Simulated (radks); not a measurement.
Spherical jellium clusters: N electrons in a uniform positive sphere of charge N and radius rs N^(1/3), rs = 2.11 bohr. Calculated with a radial shooting solver with Libxc functionals: non-relativistic Kohn-Sham, PBEsol, spin-polarised, spherical densities. Levels are named by radial order and angular momentum (1s, 1p, 1d, 2s, ...), and open shells are averaged over m.

N = 25, configuration 1s2 1p6 1d10 2s2 1f(up 5, down 0). This is the lowest configuration that the search found. Occupied and some empty levels:

level    occupation  eigenvalue (eV)  <r> (bohr)
1s up             1          -12.124       3.684
1s down           1          -11.886       3.542
1p up             3          -9.5312       4.520
1p down           3          -9.0846       4.413
1d up             5          -6.4872       5.169
1d down           5          -5.8946       5.101
2s up             1          -5.5806       4.627
2s down           1          -5.1608       4.652
1f up             5          -3.1565       5.841
1f down           0          -2.4826       5.836
2p up             0          -2.3520       6.194
2p down           0          -1.9262       6.284

Energy (eV): total -8.42554, kinetic 138.15, external -3187.0, Hartree 1540.6, exchange-correlation -154.15, background 1653.9.

Electron density:

r (bohr)  n(r) (e/bohr^3)
0.208             0.03170
0.994             0.02873
1.78              0.02470
2.56              0.02332
3.35              0.02494
4.14              0.02581
4.92              0.02203
5.71              0.01422
6.49             0.006894
7.28             0.002786
8.06             0.001025
8.85            0.0003638
9.63            0.0001288
10.4           0.00004611
